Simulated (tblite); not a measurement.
Compound: C7H6NO (doublet state).
Geometry (GFN2-xTB, Å), atoms numbered from 1 in this order:
```xyz
15
C7H6NO angstrom
N      3.251   -0.346   -0.054
C      2.135   -0.183   -0.240
C      0.719    0.017   -0.453
C     -0.035   -1.298   -0.191
C     -1.479   -1.026    0.186
C     -1.939    0.195    0.254
C     -1.256    1.422    0.065
O     -1.633    2.494   -0.332
C      0.223    1.155    0.455
H      0.577    0.321   -1.498
H      0.419   -1.835    0.648
H      0.011   -1.951   -1.066
H     -2.079   -1.895    0.410
H      0.793    2.070    0.288
H      0.288    0.867    1.505
```

Method: GFN2-xTB as coded in tblite; computed harmonic values from a numerical Hessian at the method's own geometry, unscaled. The method is semi-empirical: single wavenumbers can be off by several per cent or more. One conformer, not necessarily the lowest. Open shells enter through the occupations alone, without spin polarisation, and single modes of such species can be off by tens of per cent.

Harmonic wavenumbers (cm⁻¹): 89.6, 117.1, 137.8, 255.7, 271.3, 384.7, 420.7, 463.8, 526.2, 550.8, 598.4, 672.0, 757.2, 845.5, 877.2, 887.0, 940.1, 969.9, 1005.1, 1049.9, 1088.1, 1111.0, 1166.5, 1190.1, 1218.9, 1245.5, 1275.9, 1300.9, 1437.4, 1448.5, 1697.2, 1770.1, 2411.5, 2913.9, 2943.5, 2974.9, 2995.9, 2998.7, 3069.1.

A = 3153, B = 1270, C = 955.2 MHz; mass 120.045 u (most abundant isotopes); point group C1, symmetry number 1; spin multiplicity 2.

Problem. Zero-point energy?

Solution. ½Σν̃ = 24039 cm⁻¹ = 68.73 kcal/mol.

Problem. Give the ideal-gas entropy at 200 K and 1 bar in the rigid-rotor, harmonic-oscillator model (classical rotation).

Solution. Translation 38.31, rotation 27.63, vibration 11.44, spin (R ln 2) 1.38: S = 78.7 cal/(mol K).

Problem. And Cp and H(200 K) − H(0)?

Solution. Cp = 22.91 cal/(mol K), of which vibrations give 14.97 (their classical limit is 39 R = 77.5); H(200 K) − H(0) = 2.95 kcal/mol without the zero-point energy, 1.36 from vibrations.

Problem. How do the functions run with temperature in this model?

Solution. 
| T (K) | S (cal/(mol K)) | Cp (cal/(mol K)) | H − H(0) (kcal/mol) | G − H(0) (kcal/mol) | ln q(vib) |
| --- | --- | --- | --- | --- | --- |
| 150 | 72.8 | 18.7 | 1.91 | -9.01 | 1.49 |
| 250 | 84.3 | 27.3 | 4.21 | -16.88 | 3.20 |
| 298.15 | 89.5 | 31.6 | 5.63 | -21.06 | 4.08 |
| 400 | 100.0 | 40.0 | 9.28 | -30.72 | 6.00 |
| 600 | 118.7 | 52.4 | 18.61 | -52.63 | 9.88 |
| 900 | 142.4 | 63.8 | 36.21 | -91.92 | 15.51 |

q(vib) and H(0) count from the zero-point level.

Problem. What must be added to the electronic energy to get the Gibbs energy at 200 K and 1 bar?

Solution. ZPE + [H(200 K) − H(0)] − T·S = 68.73 + 2.95 − 15.75 = 55.93 kcal/mol.

Problem. Blend soft modes into free rotors: weight 1/[1 + (100 cm⁻¹/ν̃)⁴] for the oscillator and the rest for a rotor with moment μB/(μ + B), μ = h/(8π²ν), B = 10⁻⁴⁴ kg m². What vibrational entropy results?

Solution. 11.25 cal/(mol K) in place of 11.44, which changes −T·S at 200 K by +0.04 kcal/mol.

Problem. Which modes carry the vibrational entropy at 200 K?

Solution. 89.6 cm⁻¹: 2.89; 117.1 cm⁻¹: 2.39; 137.8 cm⁻¹: 2.08; 255.7 cm⁻¹: 1.03; 271.3 cm⁻¹: 0.95; 384.7 cm⁻¹: 0.50 cal/(mol K); the other 33 give 1.59 together.

Hindered rotation and anharmonicity are outside this model. Other conformers, if any are populated, would add a mixing term that is left out. The structure is chiral; the term R ln 2 for an equal mix with its mirror image is left out.
